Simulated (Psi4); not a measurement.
Cl4Zr, triplet, at a GFN2-xTB geometry (such geometries of metal compounds can be far from the true shape) (the multiplicity is a formal guess) (core potentials on Zr); PBE0/def2-SV(P) run with Psi4.

Psi4 was given this input:
```
memory 2 GB

molecule mol {
0 3
  Zr    0.000000   -0.000000   -0.000000
  Cl    1.861245   -0.584673   -1.272201
  Cl    0.668813    0.481947    2.178299
  Cl   -1.019449    1.875283   -0.931992
  Cl   -1.510609   -1.772557    0.025893
}

set basis def2-sv(p)
set reference uks
set basis_guess sto-3g

energy('pbe0')
print_variables()
```

Question: What does Psi4 print? Leave out banner, timings and long lists.

Answer: 
```
  //>>>>>>>>>>>>>>>>>>>>>>>>>>>>>>>>>>>//
  //      Guess SCF, STO-3G Basis      //
  //<<<<<<<<<<<<<<<<<<<<<<<<<<<<<<<<<<<//

   => Loading Basis Set <=

    Name: STO-3G
    Role: ORBITAL
    Keyword: BASIS

         ---------------------------------------------------------
                           SCF Castup computation
         ---------------------------------------------------------
                                   SCF
               by Justin Turney, Rob Parrish, Andy Simmonett
                          and Daniel G. A. Smith
                              UKS Reference
         ---------------------------------------------------------

  ==> Geometry <==

    Molecular point group: c1
    Full point group: C1

    Geometry (in Angstrom), charge = 0, multiplicity = 3:

       Center              X                  Y                   Z               Mass
    ------------   -----------------  -----------------  -----------------  -----------------
         ZR           0.000000000000     0.000000000000     0.000000152184    89.904697700000
         CL           1.861245000000    -0.584673000000    -1.272200847816    34.968852682000
         CL           0.668813000000     0.481947000000     2.178299152184    34.968852682000
         CL          -1.019449000000     1.875283000000    -0.931991847816    34.968852682000
         CL          -1.510609000000    -1.772557000000     0.025893152184    34.968852682000

  Running in c1 symmetry.

  Rotational constants: A =      0.03333  B =      0.03333  C =      0.03333 [cm^-1]
  Rotational constants: A =    999.08352  B =    999.08349  C =    999.08319 [MHz]
  Nuclear repulsion =  859.257237307178571

  Charge       = 0
  Multiplicity = 3
  Electrons    = 108
  Nalpha       = 55
  Nbeta        = 53

  ==> Algorithm <==

  SCF Algorithm Type is DF.
  DIIS enabled.
  MOM disabled.
  Fractional occupation disabled.
  Guess Type is SAD.
  Energy threshold   = 1.00e-06
  Density threshold  = 1.00e-06
  Integral threshold = 1.00e-12

  ==> Primary Basis <==

  Basis Set: STO-3G
    Blend: STO-3G
    Number of shells: 31
    Number of basis functions: 63
    Number of Cartesian functions: 65
    Spherical Harmonics?: true
    Max angular momentum: 2

  ==> DFT Potential <==

   => LibXC <=

    Version 7.1.2
    S. Lehtola, C. Steigemann, M. J. T. Oliveira, and M. A. L. Marques,  SoftwareX 7, 1–5 (2018) (10.1016/j.softx.2017.11.002)

   => Composite Functional: PBE0 <=

[...]
   @DF-UKS iter  88: -5435.71945041612889    1.82857e-04   5.35281e-05 DIIS
   @DF-UKS iter  89: -5435.71943601059866    1.44055e-05   6.02621e-05 DIIS
   @DF-UKS iter  90: -5435.71925230667694    1.83704e-04   4.21440e-05 DIIS
   @DF-UKS iter  91: -5435.71920330559442    4.90011e-05   4.79504e-05 DIIS
   @DF-UKS iter  92: -5435.71925188200748   -4.85764e-05   5.24025e-05 DIIS
   @DF-UKS iter  93: -5435.71925969986205   -7.81785e-06   3.70058e-05 DIIS
   @DF-UKS iter  94: -5435.71909524215152    1.64458e-04   3.53121e-05 DIIS
   @DF-UKS iter  95: -5435.71849928999927    5.95952e-04   5.97534e-05 DIIS
   @DF-UKS iter  96: -5435.71856992827998   -7.06383e-05   6.91139e-05 DIIS
   @DF-UKS iter  97: -5435.71862181263805   -5.18844e-05   6.55284e-05 DIIS
   @DF-UKS iter  98: -5435.71896771276533   -3.45900e-04   4.58362e-05 DIIS
   @DF-UKS iter  99: -5435.71906524240785   -9.75296e-05   4.45915e-05 DIIS
   @DF-UKS iter 100: -5435.71905091373264    1.43287e-05   6.27221e-05 DIIS

PsiException: Could not converge SCF iterations in 100 iterations.

  Failed to converge.

Traceback (most recent call last):
  File "psi4", line 375, in <module>
  File "<string>", line 27, in <module>
  File "site-packages/psi4/driver/driver.py", line 533, in energy
  File "site-packages/psi4/driver/procrouting/proc.py", line 2760, in run_scf
  File "site-packages/psi4/driver/procrouting/proc.py", line 1917, in scf_helper
  File "site-packages/psi4/driver/procrouting/scf_proc/scf_iterator.py", line 93, in scf_compute_energy
  File "site-packages/psi4/driver/procrouting/scf_proc/scf_iterator.py", line 86, in scf_compute_energy
  File "site-packages/psi4/driver/procrouting/scf_proc/scf_iterator.py", line 609, in scf_iterate

psi4.driver.p4util.exceptions.SCFConvergenceError: Could not converge SCF iterations in 100 iterations.

Printing out the relevant lines from the Psithon --> Python processed input file:
    ""","mol")
    core.IO.set_default_namespace("mol")
    core.set_global_option("BASIS", "def2-sv(p)")
    core.set_global_option("REFERENCE", "uks")
    core.set_global_option("BASIS_GUESS", "sto-3g")
--> energy('pbe0')
    print_variables()

!-------------------------------------------------------!
!                                                       !
!  Could not converge SCF iterations in 100 iterations. !
!                                                       !
!-------------------------------------------------------!
```

The run did not converge; its last values are not results.
